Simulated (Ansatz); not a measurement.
The same path of CH₅NO₂SSi (11 atoms, charge 0, multiplicity 1) was run 3 times with different band settings. The coordinate that changes most is the height of N1 over the plane of its neighbours.

These are results of RKS B3LYP/cc-pVDZ (Ansatz 0.2.0), not measurements.

Relaxed end points:

```xyz
11
Properties=species:S:1:pos:R:3
N -0.087 -1.552 -1.524
Si 0.163 -0.569 -0.154
O 1.564 -1.114 0.561
O -1.143 -0.048 0.776
C -0.450 1.133 0.108
S 0.448 2.249 1.215
H -1.020 -1.683 -1.899
H 0.510 -2.360 -1.672
H 1.850 -0.568 1.309
H -1.146 1.664 -0.553
H -0.626 2.792 1.854
```

```xyz
11
Properties=species:S:1:pos:R:3
N -0.185 -1.721 -1.358
Si 0.142 -0.613 -0.104
O 1.556 -1.129 0.603
O -1.149 -0.048 0.816
C -0.455 1.107 0.108
S 0.464 2.249 1.168
H -0.990 -1.593 -1.962
H 0.583 -2.191 -1.827
H 1.854 -0.558 1.326
H -1.157 1.623 -0.559
H -0.597 2.817 1.809
```

Common settings: spring 5.0 eV/Å²; optimiser quadratic models (default); start path through a guess of the saddle point; force threshold 0.03 eV/Å; end points relaxed.

| run | movable images | climbing image | iteration limit |
| --- | --- | --- | --- |
| 1 | 7 | yes | 45 |
| 2 | 3 | no | 60 |
| 3 | 8 | no | 59 |

Q: What does each run give, and how far can it be trusted?

A: Run 1: converged after 11 iterations, highest image 0.003 eV above the first end. The top lies less than 8 meV above the higher end, about what the thresholds resolve: that end is a shoulder or a very shallow well. A vibrational analysis at the climbing image gives one clearly imaginary mode, 189i cm⁻¹: a first-order saddle point.
Run 2: converged after 10 iterations, highest image 0.002 eV above the first end. The top lies less than 8 meV above the higher end, about what the thresholds resolve: that end is a shoulder or a very shallow well. No image climbed, so the highest image needn't sit at the top of the path. So few images can step over the top or miss a turn of the path.
Run 3: converged after 9 iterations, highest image 0.003 eV above the first end. The top lies less than 8 meV above the higher end, about what the thresholds resolve: that end is a shoulder or a very shallow well. No image climbed, so the highest image needn't sit at the top of the path.
